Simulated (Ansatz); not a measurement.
Mulliken charges of BFH$_{2}$SeSi, SMILES `FB1[SiH2][Se]1` from ωB97M-V/def2-TZVPP in Ansatz (PBE0-D4/def2-TZVP geometry).

```json
{"atom": "F1", "x (Å)": "0.326", "y (Å)": "-2.352", "z (Å)": "0.512", "charge (e)": "-0.213"}
{"atom": "B2", "x (Å)": "-0.039", "y (Å)": "-1.149", "z (Å)": "0.151", "charge (e)": "0.300"}
{"atom": "Si3", "x (Å)": "0.279", "y (Å)": "0.757", "z (Å)": "-0.001", "charge (e)": "0.024"}
{"atom": "Se4", "x (Å)": "-1.605", "y (Å)": "-0.424", "z (Å)": "-0.698", "charge (e)": "-0.103"}
{"atom": "H5", "x (Å)": "1.054", "y (Å)": "1.378", "z (Å)": "-1.102", "charge (e)": "-0.004"}
{"atom": "H6", "x (Å)": "0.026", "y (Å)": "1.725", "z (Å)": "1.092", "charge (e)": "-0.004"}
```

Q: By hand: the dipole of these point charges (1 e Å = 4.8032 D).

A: Σ q r = (0.087, 0.206, 0.008) e Å, of length 0.224 e Å = 1.08 D.

Q: How does the dipole of the full density compare? (Estimate.)

A: Computed: (0.154, 0.245, 0.033) e Å, 1.40 D; the point charges give 0.77 times that, at 10° from its direction.

Point charges leave out the atoms' own dipoles, such as those of lone pairs, and Mulliken's split depends on the basis, so the two needn't agree.
